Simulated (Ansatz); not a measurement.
Basis-set series for `C[O][Mo]([OH])([OH])([OH])([OH])[O]C`. The species carries charge 0 and has multiplicity 1. Mo takes the def2 core potential. Geometry: relaxed with PBE0-D4/def2-TZVP. It is one conformer, not always the lowest.

| functional | basis | functions | energy (Eh) | HOMO (eV) | LUMO (eV) |
| --- | --- | --- | --- | --- | --- |
| PBE0-D4 | def2-SVP | 193 | -600.92003 | -8.09 | -2.55 |
| PBE0-D4 | def2-QZVPP | 837 | -601.62282 | -8.24 | -2.63 |
| ωB97M-V | def2-SVP | 193 | -601.19448 | -10.43 | -0.56 |
| ωB97M-V | def2-QZVPP | 837 | -601.91525 | -10.59 | -0.66 |

**Question.** Give the rows for def2-TZVPP. (An estimate is asked.)

**Answer.** Computed: 
```tsv
functional	basis	functions	energy (Eh)	HOMO (eV)	LUMO (eV)
PBE0-D4	def2-TZVPP	444	-601.58834	-8.21	-2.61
ωB97M-V	def2-TZVPP	444	-601.88166	-10.55	-0.63
```
